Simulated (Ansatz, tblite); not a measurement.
Removing and adding an electron: SnS₂. The state is a singlet with charge 0. Geometry: r2SCAN-D4/def2-TZVP. Ansatz, gas phase; energy differences of separate SCF runs; the oxidised species was run as a doublet alone; the reduced species was run as a doublet alone.

```xyz
3

Sn   -0.441    1.262    0.513
S     0.046   -1.085    0.711
S     0.396   -0.177   -1.223
```

In the def2 sets Sn takes a core potential; there is no spin–orbit coupling. The xTB rows come from tblite. Correlated methods freeze 14 core orbitals; core or outer-core shells of Sn are correlated, in sets that lack core-valence functions. The structure comes from a short search, and lower isomers may exist.

```json
{"level": "GFN2-xTB", "−HOMO (eV)": "9.78", "vertical IE (eV)": "12.98", "−LUMO (eV)": "8.04", "vertical EA (eV)": "5.26", "HOMO–LUMO gap (eV)": "1.73", "IE − EA (eV)": "7.72", "remarks": "–"}
{"level": "HF/def2-TZVPP", "−HOMO (eV)": "–", "vertical IE (eV)": "7.24", "−LUMO (eV)": "–", "vertical EA (eV)": "–", "HOMO–LUMO gap (eV)": "–", "IE − EA (eV)": "–", "remarks": "–"}
{"level": "PBE-D4/def2-TZVP", "−HOMO (eV)": "4.86", "vertical IE (eV)": "7.87", "−LUMO (eV)": "3.52", "vertical EA (eV)": "–", "HOMO–LUMO gap (eV)": "1.33", "IE − EA (eV)": "–", "remarks": "–"}
{"level": "r2SCAN-D4/def2-TZVP", "−HOMO (eV)": "5.09", "vertical IE (eV)": "7.95", "−LUMO (eV)": "3.46", "vertical EA (eV)": "–", "HOMO–LUMO gap (eV)": "1.62", "IE − EA (eV)": "–", "remarks": "–"}
{"level": "r2SCAN-D4/def2-TZVPD", "−HOMO (eV)": "5.13", "vertical IE (eV)": "–", "−LUMO (eV)": "3.49", "vertical EA (eV)": "1.27", "HOMO–LUMO gap (eV)": "1.64", "IE − EA (eV)": "–", "remarks": "HOMO above zero (-1 doublet)"}
{"level": "CCSD/def2-TZVPD", "−HOMO (eV)": "–", "vertical IE (eV)": "–", "−LUMO (eV)": "–", "vertical EA (eV)": "1.17", "HOMO–LUMO gap (eV)": "–", "IE − EA (eV)": "–", "remarks": "–"}
{"level": "CCSD/def2-TZVPP", "−HOMO (eV)": "–", "vertical IE (eV)": "7.93", "−LUMO (eV)": "–", "vertical EA (eV)": "–", "HOMO–LUMO gap (eV)": "–", "IE − EA (eV)": "–", "remarks": "–"}
{"level": "CCSD(T)/def2-TZVPD", "−HOMO (eV)": "–", "vertical IE (eV)": "–", "−LUMO (eV)": "–", "vertical EA (eV)": "1.15", "HOMO–LUMO gap (eV)": "–", "IE − EA (eV)": "–", "remarks": "–"}
```

Question: Estimate the rows for GFN1-xTB, HF/def2-TZVPD, PBE-D4/def2-TZVPD, PBE0-D4/def2-TZVP, PBE0-D4/def2-TZVPD, MP2/def2-TZVPD, MP2/def2-TZVPP, CCSD(T)/def2-TZVPP.

Answer: 
```tsv
level	−HOMO (eV)	vertical IE (eV)	−LUMO (eV)	vertical EA (eV)	HOMO–LUMO gap (eV)	IE − EA (eV)	remarks
GFN1-xTB	9.75	13.61	7.73	4.12	2.02	9.49	–
HF/def2-TZVPD	–	–	–	0.91	–	–	–
PBE-D4/def2-TZVPD	4.93	–	3.58	1.13	1.35	–	HOMO above zero (-1 doublet)
PBE0-D4/def2-TZVP	5.97	7.98	2.88	–	3.09	–	–
PBE0-D4/def2-TZVPD	6.02	–	2.92	1.25	3.10	–	HOMO above zero (-1 doublet)
MP2/def2-TZVPD	–	–	–	1.13	–	–	–
MP2/def2-TZVPP	–	7.97	–	–	–	–	–
CCSD(T)/def2-TZVPP	–	7.94	–	–	–	–	–
```

   A HOMO above zero means that the electron is unbound at that level or that self-interaction error raises the level; the energy of removing that electron tells which. Raw xTB energy differences between charge states are shifted by several eV; the methods need an empirical correction for them.
